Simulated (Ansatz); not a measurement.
The cluster W₂S₄⁻. Charge -1, multiplicity 2. Geometry relaxed at PBE-D4/def2-SVPD.

Cartesian coordinates in Å:
```
W 0.373 0.795 0.841
W -0.891 -0.416 -0.717
S 2.514 0.304 0.954
S -1.256 -0.758 1.608
S 0.195 -1.919 -1.899
S -0.935 1.995 -0.787
```

In the def2 sets W takes a core potential; there is no spin–orbit coupling. The relaxation made no stability test and no search for a lower SCF solution. The structure comes from a short search, and lower isomers may exist.

Question: Estimate the harmonic wavenumbers at UKS PBE-D4/def2-SVPD (Ansatz, unscaled). Is this a minimum?

Answer: 61, 76, 78, 115, 129, 143, 207, 231, 389, 407, 466, 474 cm⁻¹. Yes, no mode is imaginary beyond noise. Zero-point energy 16.6 kJ/mol. It took 2.5 min on 4 threads of Arm Neoverse V2 on a shared host.
